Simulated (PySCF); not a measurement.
sulfur dioxide (O₂S), singlet, geometry from GFN2-xTB; MP2/aug-cc-pVDZ (PySCF).

The PySCF input:
```python
from pyscf import gto, scf, mp

mol = gto.Mole()
mol.atom = '''
    S     0.013936   -0.004006    0.377829
    O    -0.033217    1.222429   -0.364198
    O     0.005345   -1.214416   -0.391460
'''
mol.basis = 'aug-cc-pvdz'
mol.charge = 0
mol.spin = 0
mol.verbose = 4
mol.max_memory = 1800
mol.build()

mf = scf.RHF(mol)
mf.kernel()

pt = mp.MP2(mf, frozen=7)
pt.kernel()
print('E(MP2) = %.10f' % pt.e_tot)
```

**Question.** What does PySCF print? Leave out banner, timings and long lists.

**Answer.** 
```
PySCF version 2.14.0

[INPUT] verbose = 4
[INPUT] num. atoms = 3
[INPUT] num. electrons = 32
[INPUT] charge = 0
[INPUT] spin (= nelec alpha-beta = 2S) = 0
[INPUT] symmetry False subgroup None
[INPUT] Mole.unit = angstrom
[INPUT] Symbol           X                Y                Z      unit          X                Y                Z       unit  Magmom
[INPUT]  1 S      0.013936000000  -0.004006000000   0.377829000000 AA    0.026335223272  -0.007570242855   0.713993331918 Bohr   0.0
[INPUT]  2 O     -0.033217000000   1.222429000000  -0.364198000000 AA   -0.062771032680   2.310056016726  -0.688234475114 Bohr   0.0
[INPUT]  3 O      0.005345000000  -1.214416000000  -0.391460000000 AA    0.010100586136  -2.294913641290  -0.739752188722 Bohr   0.0

nuclear repulsion = 108.350867556858
number of shells = 24
number of NR pGTOs = 120
number of NR cGTOs = 73
basis = aug-cc-pvdz
ecp = {}

******** <class 'pyscf.scf.hf.RHF'> ********
method = RHF
initial guess = minao
damping factor = 0
level_shift factor = 0
DIIS = <class 'pyscf.scf.diis.CDIIS'>
diis_start_cycle = 1
diis_space = 8
diis_damp = 0
SCF conv_tol = 1e-09
SCF conv_tol_grad = None
SCF max_cycles = 50
direct_scf = True
direct_scf_tol = 1e-13
Set gradient conv threshold to 3.16228e-05
Initial guess from minao.
init E= -547.942347019448
  HOMO = -0.342990284034157  LUMO = -0.117879024958989  gap/eV = 6.12559
cycle= 1 E= -547.090392259934  delta_E= 0.852  |g|= 0.727  |ddm|= 2.01
  HOMO = -0.483596064058647  LUMO = -0.0408724537611453  gap/eV = 12.04712
cycle= 2 E= -547.150509757003  delta_E= -0.0601  |g|= 0.535  |ddm|= 0.865
  HOMO = -0.502845064520389  LUMO = -0.0127386882355305  gap/eV = 13.33647
cycle= 3 E= -547.205293504944  delta_E= -0.0548  |g|= 0.0554  |ddm|= 0.357
  HOMO = -0.491445029180658  LUMO = 0.00281358921062091  gap/eV = 13.44946
cycle= 4 E= -547.206136594403  delta_E= -0.000843  |g|= 0.014  |ddm|= 0.066
  HOMO = -0.495401170079473  LUMO = 0.00213496290645976  gap/eV = 13.53865
cycle= 5 E= -547.206243144486  delta_E= -0.000107  |g|= 0.00319  |ddm|= 0.0279
  HOMO = -0.495711234917433  LUMO = 0.00221875822186135  gap/eV = 13.54937
cycle= 6 E= -547.206252057763  delta_E= -8.91e-06  |g|= 0.000977  |ddm|= 0.00547
  HOMO = -0.495838977270003  LUMO = 0.00232254519543318  gap/eV = 13.55567
cycle= 7 E= -547.206252882497  delta_E= -8.25e-07  |g|= 0.000228  |ddm|= 0.002
  HOMO = -0.495832178444745  LUMO = 0.00234892665748854  gap/eV = 13.55620
cycle= 8 E= -547.206252918295  delta_E= -3.58e-08  |g|= 2.61e-05  |ddm|= 0.000534
  HOMO = -0.495837128763277  LUMO = 0.00234379545244723  gap/eV = 13.55619
cycle= 9 E= -547.206252918816  delta_E= -5.21e-10  |g|= 8.14e-06  |ddm|= 4.91e-05
  HOMO = -0.495837580610942  LUMO = 0.00234432739986579  gap/eV = 13.55622
Extra cycle  E= -547.206252918865  delta_E= -4.91e-11  |g|= 4.19e-06  |ddm|= 1.49e-05
converged SCF energy = -547.206252918865

******** <class 'pyscf.mp.mp2.RMP2'> ********
nocc = 9, nmo = 66
frozen orbitals 7
E(RMP2) = -547.758310506096  E_corr = -0.552057587230653
E(SCS-RMP2) = -547.734900543049  E_corr = -0.528647624184142
E_corr(same-spin) = -0.154409400568432
E_corr(oppo-spin) = -0.397648186662221
E(MP2) = -547.7583105061
```
